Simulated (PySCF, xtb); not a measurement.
C2H3BrF2, SMILES FC(Br)(C)F.

GFN2-xTB (xtb) at its own geometry gives an orbital gap of 4.93 eV and a dipole moment of 3.39 D.

Geometry: PBE0-D3(BJ)/def2-SVP.

### Question
What does PBE/def2-TZVP run with PySCF give? (Estimate from the structure and the level; the computed values follow.)

### Answer
gap 5.70 eV (levels -7.18 and -1.47 eV), dipole 2.08 D.
